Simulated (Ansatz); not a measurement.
Computed with B3LYP-D3(BJ)/def2-TZVP (Ansatz, an electronic-structure program). No frequencies were computed at this level.

Ansatz 0.2 input:
```yaml
crystal:
  periodic: [false, false, false]
  atoms:
    - { symbol: C, position_ang: [-1.671564, -0.239914, -0.161994] }
    - { symbol: N, position_ang: [-0.596818, -0.498505, 0.748993] }
    - { symbol: C, position_ang: [0.59073, -0.233924, 0.614933] }
    - { symbol: Si, position_ang: [1.995239, 0.418824, -0.251538] }
    - { symbol: H, position_ang: [-1.339774, 0.271546, -1.075846] }
    - { symbol: H, position_ang: [-2.415214, 0.368079, 0.354692] }
    - { symbol: H, position_ang: [-2.135168, -1.193457, -0.419519] }
    - { symbol: H, position_ang: [2.966142, -0.53618, -0.764545] }
    - { symbol: H, position_ang: [2.608651, 1.631067, 0.2697] }
basis:
  gaussian: { orbitals: def2-tzvp }
hamiltonian:
  xc: b3lyp
  dispersion: d3bj
relax:
  max_steps: 150
```

Output:

```
[...]
relax step   3: F+E_penalty+E_count = -11523.40588677 eV  Δ(F+E_penalty+E_count) = -7.001e-2 eV  max|allowed force component| = 1.069e0 eV/Å  Δτ_max = 0.1361 Å  (32 SCF iters, accepted)
these checks for a lower state are left out or cut short: starts, cluster_reference, orbital_swaps, neighbouring_geometries, increment
996 factors; their error is unknown
mean field evaluation 32: about -11522.8607 eV, gradient 1.2e1 eV
mean field -11523.16636613 eV, -423.4685532725 hartree, gradient 9.3e-6 eV, S^2 0.000000; 0 other end points of the search recorded, 0 dependent functions left out
reference -11523.16663006 eV, -423.4685629720 hartree; 19, 19 occupied and 141, 141 virtual orbitals, 996 factors
relax step   4: F+E_penalty+E_count = -11523.46316241 eV  Δ(F+E_penalty+E_count) = -5.728e-2 eV  max|allowed force component| = 2.872e-1 eV/Å  Δτ_max = 0.1940 Å  (39 SCF iters, accepted)
these checks for a lower state are left out or cut short: starts, cluster_reference, orbital_swaps, neighbouring_geometries, increment
996 factors; their error is unknown
mean field -11523.18394149 eV, -423.4691991553 hartree, gradient 8.9e-6 eV, S^2 0.000000; 0 other end points of the search recorded, 0 dependent functions left out
reference -11523.18420395 eV, -423.4692088002 hartree; 19, 19 occupied and 141, 141 virtual orbitals, 996 factors
relax step   5: F+E_penalty+E_count = -11523.47894177 eV  Δ(F+E_penalty+E_count) = -1.578e-2 eV  max|allowed force component| = 4.260e-1 eV/Å  Δτ_max = 0.0931 Å  (33 SCF iters, accepted)
these checks for a lower state are left out or cut short: starts, cluster_reference, orbital_swaps, neighbouring_geometries, increment
996 factors; their error is unknown
mean field -11523.18886956 eV, -423.4693802585 hartree, gradient 6.8e-6 eV, S^2 0.000000; 0 other end points of the search recorded, 0 dependent functions left out
reference -11523.18913146 eV, -423.4693898832 hartree; 19, 19 occupied and 141, 141 virtual orbitals, 996 factors
relax step   6: F+E_penalty+E_count = -11523.48054758 eV  Δ(F+E_penalty+E_count) = -1.606e-3 eV  max|allowed force component| = 1.460e0 eV/Å  Δτ_max = 0.1687 Å  (38 SCF iters, accepted)
these checks for a lower state are left out or cut short: starts, cluster_reference, orbital_swaps, neighbouring_geometries, increment
996 factors; their error is unknown
mean field -11523.21222802 eV, -423.4702386658 hartree, gradient 7.5e-6 eV, S^2 0.000000; 0 other end points of the search recorded, 0 dependent functions left out
reference -11523.21249026 eV, -423.4702483032 hartree; 19, 19 occupied and 141, 141 virtual orbitals, 996 factors
relax step   7: F+E_penalty+E_count = -11523.50222615 eV  Δ(F+E_penalty+E_count) = -2.168e-2 eV  max|allowed force component| = 1.790e-1 eV/Å  Δτ_max = 0.0457 Å  (34 SCF iters, accepted)
these checks for a lower state are left out or cut short: starts, cluster_reference, orbital_swaps, neighbouring_geometries, increment
996 factors; their error is unknown
mean field evaluation 64: about -11523.2150 eV, gradient 3.1e-1 eV
mean field -11523.21513332 eV, -423.4703454336 hartree, gradient 9.0e-6 eV, S^2 0.000000; 0 other end points of the search recorded, 0 dependent functions left out
reference -11523.21539578 eV, -423.4703550790 hartree; 19, 19 occupied and 141, 141 virtual orbitals, 996 factors
relax step   8: F+E_penalty+E_count = -11523.50466462 eV  Δ(F+E_penalty+E_count) = -2.438e-3 eV  max|allowed force component| = 1.259e-1 eV/Å  Δτ_max = 0.0302 Å  (33 SCF iters, accepted)
these checks for a lower state are left out or cut short: starts, cluster_reference, orbital_swaps, neighbouring_geometries, increment
996 factors; their error is unknown
mean field -11523.21826653 eV, -423.4704605771 hartree, gradient 1.6e-5 eV, S^2 0.000000; 0 other end points of the search recorded, 0 dependent functions left out
reference -11523.21853000 eV, -423.4704702594 hartree; 19, 19 occupied and 141, 141 virtual orbitals, 996 factors
relax step   9: F+E_penalty+E_count = -11523.50651908 eV  Δ(F+E_penalty+E_count) = -1.854e-3 eV  max|allowed force component| = 1.005e-1 eV/Å  Δτ_max = 0.0609 Å  (33 SCF iters, accepted)
these checks for a lower state are left out or cut short: starts, cluster_reference, orbital_swaps, neighbouring_geometries, increment
996 factors; their error is unknown
mean field -11523.22050399 eV, -423.4705428021 hartree, gradient 2.7e-5 eV, S^2 0.000000; 0 other end points of the search recorded, 0 dependent functions left out
reference -11523.22076871 eV, -423.4705525304 hartree; 19, 19 occupied and 141, 141 virtual orbitals, 996 factors
relax step  10: F+E_penalty+E_count = -11523.50779033 eV  Δ(F+E_penalty+E_count) = -1.271e-3 eV  max|allowed force component| = 1.750e-1 eV/Å  Δτ_max = 0.1131 Å  (32 SCF iters, accepted)
these checks for a lower state are left out or cut short: starts, cluster_reference, orbital_swaps, neighbouring_geometries, increment
996 factors; their error is unknown
mean field -11523.22283390 eV, -423.4706284248 hartree, gradient 7.2e-6 eV, S^2 0.000000; 0 other end points of the search recorded, 0 dependent functions left out
reference -11523.22309894 eV, -423.4706381649 hartree; 19, 19 occupied and 141, 141 virtual orbitals, 996 factors
relax step  11: F+E_penalty+E_count = -11523.50945889 eV  Δ(F+E_penalty+E_count) = -1.669e-3 eV  max|allowed force component| = 1.463e-1 eV/Å  Δτ_max = 0.0179 Å  (33 SCF iters, accepted)
these checks for a lower state are left out or cut short: starts, cluster_reference, orbital_swaps, neighbouring_geometries, increment
996 factors; their error is unknown
mean field evaluation 96: about -11523.2224 eV, gradient 7.3e-6 eV
mean field -11523.22235158 eV, -423.4706106998 hartree, gradient 7.3e-6 eV, S^2 0.000000; 0 other end points of the search recorded, 0 dependent functions left out
reference -11523.22261717 eV, -423.4706204603 hartree; 19, 19 occupied and 141, 141 virtual orbitals, 996 factors
relax step  12: F+E_penalty+E_count = -11523.50872214 eV  Δ(F+E_penalty+E_count) = +7.367e-4 eV  max|allowed force component| = 3.610e-1 eV/Å  Δτ_max = 0.0286 Å  (33 SCF iters, rejected (line search))
these checks for a lower state are left out or cut short: starts, cluster_reference, orbital_swaps, neighbouring_geometries, increment
996 factors; their error is unknown
mean field -11523.22386211 eV, -423.4706662108 hartree, gradient 7.1e-6 eV, S^2 0.000000; 0 other end points of the search recorded, 0 dependent functions left out
reference -11523.22412731 eV, -423.4706759568 hartree; 19, 19 occupied and 141, 141 virtual orbitals, 996 factors
relax step  13: F+E_penalty+E_count = -11523.51033320 eV  Δ(F+E_penalty+E_count) = -8.743e-4 eV  max|allowed force component| = 2.757e-2 eV/Å  Δτ_max = 0.0143 Å  (34 SCF iters, accepted)
these checks for a lower state are left out or cut short: starts, cluster_reference, orbital_swaps, neighbouring_geometries, increment
996 factors; their error is unknown
mean field -11523.22503582 eV, -423.4707093441 hartree, gradient 1.4e-5 eV, S^2 0.000000; 0 other end points of the search recorded, 0 dependent functions left out
reference -11523.22530208 eV, -423.4707191287 hartree; 19, 19 occupied and 141, 141 virtual orbitals, 996 factors
relax step  14: F+E_penalty+E_count = -11523.51040795 eV  Δ(F+E_penalty+E_count) = -7.475e-5 eV  max|allowed force component| = 7.469e-2 eV/Å  Δτ_max = 0.0794 Å  (32 SCF iters, accepted)
these checks for a lower state are left out or cut short: starts, cluster_reference, orbital_swaps, neighbouring_geometries, increment
996 factors; their error is unknown
mean field -11523.22569261 eV, -423.4707334804 hartree, gradient 7.0e-6 eV, S^2 0.000000; 0 other end points of the search recorded, 0 dependent functions left out
reference -11523.22595909 eV, -423.4707432733 hartree; 19, 19 occupied and 141, 141 virtual orbitals, 996 factors
relax step  15: F+E_penalty+E_count = -11523.51089921 eV  Δ(F+E_penalty+E_count) = -4.913e-4 eV  max|allowed force component| = 8.712e-2 eV/Å  Δτ_max = 0.0162 Å  (33 SCF iters, accepted)
these checks for a lower state are left out or cut short: starts, cluster_reference, orbital_swaps, neighbouring_geometries, increment
996 factors; their error is unknown
mean field -11523.22599306 eV, -423.4707445218 hartree, gradient 7.0e-6 eV, S^2 0.000000; 0 other end points of the search recorded, 0 dependent functions left out
reference -11523.22625932 eV, -423.4707543069 hartree; 19, 19 occupied and 141, 141 virtual orbitals, 996 factors
relax step  16: F+E_penalty+E_count = -11523.51142140 eV  Δ(F+E_penalty+E_count) = -5.222e-4 eV  max|allowed force component| = 5.354e-2 eV/Å  Δτ_max = 0.0075 Å  (35 SCF iters, accepted)
these checks for a lower state are left out or cut short: starts, cluster_reference, orbital_swaps, neighbouring_geometries, increment
996 factors; their error is unknown
mean field evaluation 128: about -11523.2263 eV, gradient 1.1e-4 eV
mean field -11523.22632183 eV, -423.4707566040 hartree, gradient 7.1e-6 eV, S^2 0.000000; 0 other end points of the search recorded, 0 dependent functions left out
reference -11523.22658824 eV, -423.4707663943 hartree; 19, 19 occupied and 141, 141 virtual orbitals, 996 factors
relax step  17: F+E_penalty+E_count = -11523.51164471 eV  Δ(F+E_penalty+E_count) = -2.233e-4 eV  max|allowed force component| = 3.579e-2 eV/Å  Δτ_max = 0.0200 Å  (32 SCF iters, accepted)
these checks for a lower state are left out or cut short: starts, cluster_reference, orbital_swaps, neighbouring_geometries, increment
996 factors; their error is unknown
mean field -11523.22675621 eV, -423.4707725670 hartree, gradient 7.2e-6 eV, S^2 0.000000; 0 other end points of the search recorded, 0 dependent functions left out
reference -11523.22702285 eV, -423.4707823658 hartree; 19, 19 occupied and 141, 141 virtual orbitals, 996 factors
relax step  18: F+E_penalty+E_count = -11523.51181602 eV  Δ(F+E_penalty+E_count) = -1.713e-4 eV  max|allowed force component| = 3.677e-2 eV/Å  Δτ_max = 0.0263 Å  (32 SCF iters, accepted)
these checks for a lower state are left out or cut short: starts, cluster_reference, orbital_swaps, neighbouring_geometries, increment
996 factors; their error is unknown
mean field -11523.22717960 eV, -423.4707881264 hartree, gradient 8.8e-6 eV, S^2 0.000000; 0 other end points of the search recorded, 0 dependent functions left out
reference -11523.22744647 eV, -423.4707979338 hartree; 19, 19 occupied and 141, 141 virtual orbitals, 996 factors
relax step  19: F+E_penalty+E_count = -11523.51197641 eV  Δ(F+E_penalty+E_count) = -1.604e-4 eV  max|allowed force component| = 1.345e-2 eV/Å  Δτ_max = 0.0433 Å  (32 SCF iters, accepted)
these checks for a lower state are left out or cut short: starts, cluster_reference, orbital_swaps, neighbouring_geometries, increment
996 factors; their error is unknown
mean field -11523.22716697 eV, -423.4707876623 hartree, gradient 6.9e-6 eV, S^2 0.000000; 0 other end points of the search recorded, 0 dependent functions left out
reference -11523.22743383 eV, -423.4707974691 hartree; 19, 19 occupied and 141, 141 virtual orbitals, 996 factors
relax step  20: F+E_penalty+E_count = -11523.51200312 eV  Δ(F+E_penalty+E_count) = -2.671e-5 eV  max|allowed force component| = 1.002e-2 eV/Å  Δτ_max = 0.0014 Å  (35 SCF iters, accepted)
these checks for a lower state are left out or cut short: starts, cluster_reference, orbital_swaps, neighbouring_geometries, increment
996 factors; their error is unknown
mean field -11523.22711178 eV, -423.4707856339 hartree, gradient 6.9e-6 eV, S^2 0.000000; 0 other end points of the search recorded, 0 dependent functions left out
reference -11523.22737867 eV, -423.4707954422 hartree; 19, 19 occupied and 141, 141 virtual orbitals, 996 factors
relax step  21: F+E_penalty+E_count = -11523.51194881 eV  Δ(F+E_penalty+E_count) = +5.431e-5 eV  max|allowed force component| = 1.151e-1 eV/Å  Δτ_max = 0.0024 Å  (35 SCF iters, rejected (line search))
these checks for a lower state are left out or cut short: starts, cluster_reference, orbital_swaps, neighbouring_geometries, increment
996 factors; their error is unknown
mean field evaluation 160: about -11523.2024 eV, gradient 3.5e-1 eV
mean field -11523.22713275 eV, -423.4707864048 hartree, gradient 6.9e-6 eV, S^2 0.000000; 0 other end points of the search recorded, 0 dependent functions left out
reference -11523.22739960 eV, -423.4707962112 hartree; 19, 19 occupied and 141, 141 virtual orbitals, 996 factors
relax step  22: F+E_penalty+E_count = -11523.51200999 eV  Δ(F+E_penalty+E_count) = -6.871e-6 eV  max|allowed force component| = 9.013e-3 eV/Å  Δτ_max = 0.0011 Å  (34 SCF iters, accepted)
996 factors; their error is unknown
mean field -11523.22713275 eV, -423.4707864048 hartree, gradient 6.9e-6 eV, S^2 0.000000; 1 other end points of the search recorded, 0 dependent functions left out
reference -11523.22739960 eV, -423.4707962112 hartree; 19, 19 occupied and 141, 141 virtual orbitals, 996 factors
Total energy: -11523.51227683 eV, -423.4812652565 hartree
Atom 0 at    -1.826198    -0.278826    -0.137537 Å, force     0.006285     0.000711     0.003106 eV/Å
Atom 1 at    -0.427922    -0.086227    -0.049463 Å, force    -0.009013    -0.000930    -0.000172 eV/Å
Atom 2 at     0.711209     0.139718    -0.118668 Å, force     0.003321    -0.002417    -0.002255 eV/Å
Atom 3 at     2.480294     0.642978    -0.538797 Å, force     0.000507     0.002156     0.000730 eV/Å
Atom 4 at    -2.201525     0.115270    -1.083712 Å, force    -0.000537     0.000506    -0.001631 eV/Å
Atom 5 at    -2.316120     0.235660     0.688918 Å, force    -0.000618     0.000624     0.000310 eV/Å
Atom 6 at    -2.050927    -1.343341    -0.073805 Å, force     0.000339    -0.000728    -0.000599 eV/Å
Atom 7 at     2.988187    -0.735741    -0.185149 Å, force    -0.001535     0.000107     0.000831 eV/Å
Atom 8 at     2.645225     1.298045     0.813090 Å, force     0.001252    -0.000029    -0.000320 eV/Å
Dipole moment:    -1.186095    -0.243873     0.090019 e Å
```

Cost: about 3 core-minutes (a rough figure).
